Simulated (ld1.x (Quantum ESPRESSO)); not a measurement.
# Before and after: TM potential for beryllium

```
Element                 : beryllium
Generator               : ld1.x (Quantum ESPRESSO) 7.5
Type                    : norm-conserving Troullier–Martins (Kleinman–Bylander form)
Functional              : PBE
Relativity              : scalar-relativistic
Frozen core             : [He]
Valence charge          : 2
Reference configuration : 2s1.75 2p0 (charge +0.25)
Partial waves           : 2p (bound, empty): rc 3.65 bohr; 3d channel at 0.2 Ry: rc 3.05 bohr; 2s (bound): rc 2.20 bohr
Local potential         : the s channel
Core correction         : none
```

Change: reference 2s1 2p0.

Cutoffs: the cutoffs (Ry, on a coarse ladder) from which the occupation-weighted sum of valence levels, in a spherical-Bessel basis at the reference potential, stays within 10 and 1 mRy of its value at 400 Ry; they do not see the model core or the augmentation charge, which bear on the density cutoff. Errors are all-electron minus pseudo energies relative to the spin-unpolarised reference configuration.

Problem. What does the change do?

Solution. The potential gets softer (8 Ry and 18 Ry → 8 Ry and 12 Ry); the number of tests with a reliable result goes from 6 to 5; neither file shows a bound ghost.

| quantity | base | changed |
| --- | --- | --- |
| cutoff, loose | 8 Ry | 8 Ry |
| cutoff, tight | 18 Ry | 12 Ry |
| bound ghosts | none | none |
| largest error over its own tests, meV | -87 | +96 |
| s: phases at 3.94 bohr within 0.05 rad from the reference energy up to (Ry; the scan ends near 5) | 0.6 | 0.1 |
| p: phases at 3.94 bohr within 0.05 rad from the reference energy up to (Ry; the scan ends near 5) | 0.5 | 0.1 |
| d: phases at 3.94 bohr within 0.05 rad from the reference energy up to (Ry; the scan ends near 5) | to the end of the scan | to the end of the scan |
